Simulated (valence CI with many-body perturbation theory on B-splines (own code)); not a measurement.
## Forbidden lines of W⁶⁸⁺

Computed by configuration interaction combined with many-body perturbation theory (CI+MBPT): four valence electrons over a frozen Dirac-Fock core [He], radial functions for each j: 11 s, 11 p, 9 d, 7 f, 5 g, 2 h, 1 i, with the one-electron correlation potential Σ1 (screened to all orders), the two-electron term Σ2, the three-electron term Σ3, Breit, model QED; selected single and double excitations, second order for the rest (own B-spline code, finite nucleus).

The last digits are not significant, and no measured levels were compared; by estimate large intervals hold to a few tenths of a per cent, small ones and those within an open d or f shell to about a per cent. Among the levels kept, up to 270 cm⁻¹ of a level comes from second order outside the variational space, and about a tenth of that is noise between levels of different J, which matters for small intervals.

Lines 1 to 50 of 56 in falling wavelength, among levels below 103840 × 10³ cm⁻¹, chosen from the decays that carry over 1 % of a level's rate. Wavelengths and rates use the calculated energies. Electric multipoles are in the length gauge, E1 and E2 with the static RPA response of the core. S is in atomic units (e²a₀⁴ for E2 and M2, e²a₀⁶ for E3), for M1 in squared Bohr magnetons. Weak lines are less certain than strong ones. Lines between different terms over intervals too small for the method are left out, as are lines whose strength nearly cancels. The highest levels of a list are the least certain.

Levels are named by their leading jj configuration (3d3/2^4 stands for four electrons in 3d with j = 3/2), which in mixed levels can hold well under half, so a name can repeat and another be missing. Letters in brackets count levels of one name in rising energy.

| λ vac (nm) | Upper | Lower | Type | A (s⁻¹) | S (a.u.) |
| --- | --- | --- | --- | --- | --- |
| 0.8785 | (2s^2 2p1/2 2p3/2) J=1 | (2s^2 2p1/2^2) J=0 | M1 | 1.73e+10 | 1.30e+00 |
| 0.8673 | (2s^2 2p1/2 2p3/2) J=2 | (2s^2 2p1/2^2) J=0 | E2 | 9.08e+07 | 1.99e-05 |
| 0.8637 | (2s^2 2p3/2^2) J=2 | (2s^2 2p1/2 2p3/2) J=2 | M1 | 1.35e+10 | 1.61e+00 |
| 0.8628 | (2s^2 2p3/2 3d5/2) J=4 | (2s^2 2p1/2 3d5/2) J=3 | M1 | 1.31e+10 | 2.81e+00 |
| 0.8529 | (2s^2 2p3/2^2) J=2 | (2s^2 2p1/2 2p3/2) J=1 | M1 | 1.34e+10 | 1.55e+00 |
| 0.8174 | (2s^2 2p3/2^2) J=0 | (2s^2 2p1/2 2p3/2) J=1 | M1 | 2.97e+10 | 6.02e-01 |
| 0.1370 | (2s^2 2p3/2 3p1/2) J=2 | (2s^2 2p3/2^2) J=0 | E2 | 5.55e+11 | 1.20e-05 |
| 0.1368 | (2s^2 2p1/2 3p1/2) J=1 | (2s^2 2p1/2 2p3/2) J=2 | E2 | 1.47e+12 | 1.89e-05 |
| 0.1368 | (2s^2 2p1/2 3p1/2) J=1 | (2s^2 2p1/2 2p3/2) J=2 | M1 | 4.73e+10 | 1.34e-02 |
| 0.1367 | (2s 2p1/2^2 3p1/2) J=0 | (2s 2p1/2^2 2p3/2) J=2 | E2 | 2.91e+12 | 1.24e-05 |
| 0.1365 | (2s^2 2p1/2 3p1/2) J=1 | (2s^2 2p1/2 2p3/2) J=1 | E2 | 1.47e+12 | 1.86e-05 |
| 0.1361 | (2s^2 2p3/2 3p1/2) J=1 | (2s^2 2p3/2^2) J=2 | E2 | 1.49e+12 | 1.87e-05 |
| 0.1361 | (2s^2 2p3/2 3p1/2) J=2 | (2s^2 2p3/2^2) J=2 | E2 | 2.05e+12 | 4.27e-05 |
| 0.1360 | (2s^2 2p1/2 3p1/2) J=0 | (2s^2 2p1/2 2p3/2) J=2 | E2 | 2.89e+12 | 1.20e-05 |
| 0.1329 | (2s^2 2p3/2 3d5/2) J=4 | (2s 2p1/2 2p3/2^2) J=2 [b] | E2 | 6.10e+09 | 2.03e-07 |
| 0.1321 | (2s 2p1/2 2p3/2 3p3/2) J=4 | (2s 2p1/2 2p3/2^2) J=2 [b] | E2 | 1.04e+11 | 3.37e-06 |
| 0.1315 | (2s^2 2p3/2 3d5/2) J=4 | (2s 2p1/2 2p3/2^2) J=3 | E2 | 4.27e+10 | 1.35e-06 |
| 0.1308 | (2s 2p1/2 2p3/2 3p3/2) J=4 | (2s 2p1/2 2p3/2^2) J=3 | E2 | 8.81e+11 | 2.71e-05 |
| 0.1308 | (2s 2p1/2 2p3/2 3p3/2) J=0 [b] | (2s 2p1/2 2p3/2^2) J=2 [b] | E2 | 1.61e+12 | 5.50e-06 |
| 0.1308 | (2s 2p1/2 2p3/2 3p3/2) J=3 [a] | (2s 2p1/2 2p3/2^2) J=2 [a] | E2 | 8.92e+11 | 2.13e-05 |
| 0.1308 | (2s^2 2p3/2 3p3/2) J=2 | (2s^2 2p3/2^2) J=0 | E2 | 5.92e+11 | 1.01e-05 |
| 0.1307 | (2s 2p1/2 2p3/2 3p3/2) J=1 [d] | (2s 2p1/2 2p3/2^2) J=2 [b] | E2 | 9.18e+11 | 9.36e-06 |
| 0.1305 | (2s 2p1/2 2p3/2 3p3/2) J=1 [d] | (2s 2p1/2 2p3/2^2) J=1 [a] | E2 | 8.06e+11 | 8.18e-06 |
| 0.1305 | (2s 2p1/2^2 3p3/2) J=2 | (2s 2p1/2^2 2p3/2) J=2 | E2 | 1.00e+12 | 1.69e-05 |
| 0.1304 | (2s^2 2p1/2 3p3/2) J=2 | (2s^2 2p1/2 2p3/2) J=2 | E2 | 1.01e+12 | 1.70e-05 |
| 0.1304 | (2s^2 2p1/2 3p3/2) J=1 | (2s^2 2p1/2 2p3/2) J=2 | E2 | 7.32e+11 | 7.39e-06 |
| 0.1303 | (2s^2 2p3/2 3p3/2) J=3 | (2s^2 2p3/2^2) J=2 | E2 | 1.15e+12 | 2.70e-05 |
| 0.1303 | (2s^2 2p3/2 3p3/2) J=1 | (2s^2 2p3/2^2) J=2 | E2 | 1.16e+12 | 1.16e-05 |
| 0.1302 | (2s 2p1/2 2p3/2 3p3/2) J=4 | (2s 2p1/2 2p3/2^2) J=2 [a] | E2 | 5.70e+10 | 1.71e-06 |
| 0.1302 | (2s^2 2p1/2 3p3/2) J=2 | (2s^2 2p1/2 2p3/2) J=1 | E2 | 4.42e+11 | 7.38e-06 |
| 0.1302 | (2s^2 2p1/2 3p3/2) J=1 | (2s^2 2p1/2 2p3/2) J=1 | E2 | 7.28e+11 | 7.29e-06 |
| 0.1295 | (2s^2 2p3/2 3p3/2) J=0 | (2s^2 2p3/2^2) J=2 | E2 | 2.97e+12 | 9.68e-06 |
| 0.1294 | (2s 2p1/2 2p3/2 3p3/2) J=1 [d] | (2s 2p1/2 2p3/2^2) J=3 | E2 | 5.27e+11 | 5.11e-06 |
| 0.1289 | (2s 2p1/2 2p3/2 3p3/2) J=0 [b] | (2s 2p1/2 2p3/2^2) J=2 [a] | E2 | 3.98e+11 | 1.27e-06 |
| 0.1283 | (2s 2p1/2 2p3/2 3d5/2) J=5 | (2s 2p1/2 2p3/2^2) J=3 | M2 | 7.93e+10 | 2.71e-06 |
| 0.1283 | (2s 2p1/2 2p3/2 3d5/2) J=5 | (2s 2p1/2 2p3/2^2) J=3 | E3 | 4.41e+09 | 8.84e-07 |
| 0.1278 | (2s^2 2p3/2 3d5/2) J=4 | (2s^2 2p3/2^2) J=2 | M2 | 7.47e+10 | 2.05e-06 |
| 0.1278 | (2s^2 2p3/2 3d5/2) J=4 | (2s^2 2p3/2^2) J=2 | E3 | 5.54e+09 | 8.83e-07 |
| 0.1137 | (2s 2p1/2 2p3/2 3p3/2) J=4 | (2s 2p1/2^2 2p3/2) J=2 | E2 | 1.59e+12 | 2.43e-05 |
| 0.1135 | (2s 2p1/2 2p3/2 3p3/2) J=1 [d] | (2s 2p1/2^2 2p3/2) J=1 | E2 | 8.64e+11 | 4.36e-06 |
| 0.1134 | (2s^2 2p1/2 3p3/2) J=2 | (2s^2 2p1/2^2) J=0 | E2 | 1.44e+12 | 1.21e-05 |
| 0.1132 | (2s^2 2p3/2 3p3/2) J=3 | (2s^2 2p1/2 2p3/2) J=2 | E2 | 7.40e+11 | 8.61e-06 |
| 0.1132 | (2s^2 2p3/2 3p3/2) J=1 | (2s^2 2p1/2 2p3/2) J=2 | E2 | 1.55e+12 | 7.73e-06 |
| 0.1130 | (2s^2 2p3/2 3p3/2) J=3 | (2s^2 2p1/2 2p3/2) J=1 | E2 | 1.08e+12 | 1.24e-05 |
| 0.1130 | (2s^2 2p3/2 3p3/2) J=1 | (2s^2 2p1/2 2p3/2) J=1 | E2 | 1.79e+11 | 8.86e-07 |
| 0.1129 | (2s^2 2p3/2 3p3/2) J=2 | (2s^2 2p1/2 2p3/2) J=2 | E2 | 1.26e+12 | 1.03e-05 |
| 0.1127 | (2s^2 2p3/2 3p3/2) J=2 | (2s^2 2p1/2 2p3/2) J=1 | E2 | 5.43e+11 | 4.42e-06 |
| 0.1126 | (2s^2 2p3/2 3p3/2) J=0 | (2s^2 2p1/2 2p3/2) J=2 | E2 | 1.77e+12 | 2.86e-06 |
| 0.1118 | (2s 2p1/2 2p3/2 3d5/2) J=5 | (2s 2p1/2^2 2p3/2) J=2 | E3 | 1.18e+10 | 9.05e-07 |
| 0.1113 | (2s^2 2p3/2 3d5/2) J=4 | (2s^2 2p1/2 2p3/2) J=2 | M2 | 4.77e+10 | 6.56e-07 |
